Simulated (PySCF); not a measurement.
A GIAO shielding run with PySCF (density fitting, non-relativistic, gas phase) on SMILES C=CC#C/C=C\F, C$_{6}$H$_{5}$F:

```
$ OMP_NUM_THREADS=1 python probes_run.py task.json out

{"job": {"kind": "nmr", "xc": "PBE0", "basis": "6-311+G(2d,p)", "pop": true}, "charge": 0, "multiplicity": 1}
C      2.753424     0.675809     0.433511
C      2.036341    -0.458730     0.384136
C      0.630293    -0.515024     0.208907
C     -0.578347    -0.576409     0.058001
C     -1.977798    -0.670505    -0.114917
C     -2.796803     0.379250    -0.271163
F     -2.365473     1.627074    -0.278628
H      3.836573     0.646101     0.571067
H      2.277006     1.654547     0.337598
H      2.548680    -1.423572     0.483860
H     -2.442063    -1.661527    -0.124653
H     -3.878828     0.295085    -0.404700
```

Hardware: 1 thread of an Arm Neoverse V1, shared host. The job also computes population analyses, field gradients.

**Question.** How large is the calculation?

**Answer.** 50 electrons, 219 basis functions and 685 auxiliary functions.

**Question.** How long does it take, and how much memory does it need?

**Answer.** 27 s of wall time, with 14 SCF cycles and 5 response iterations; peak memory 0.97 GiB. Times on a shared host scatter by some tens of per cent.

**Question.** And these other runs on the same molecule and hardware: GIAO shielding at B97-2/pcSseg-1; GIAO shielding at BHandHLYP/pcSseg-1; GIAO shielding at BLYP/pcSseg-1; GIAO shielding at HF/pcSseg-1; GIAO shielding at KT2/pcSseg-1; GIAO shielding at KT3/pcSseg-1?

**Answer.** B97-2/pcSseg-1: 144 functions, 10 s; BHandHLYP/pcSseg-1: 144 functions, 10 s; BLYP/pcSseg-1: 144 functions, 17 s; HF/pcSseg-1: 144 functions, 5.3 s; KT2/pcSseg-1: 144 functions, 17 s; KT3/pcSseg-1: 144 functions, 16 s.
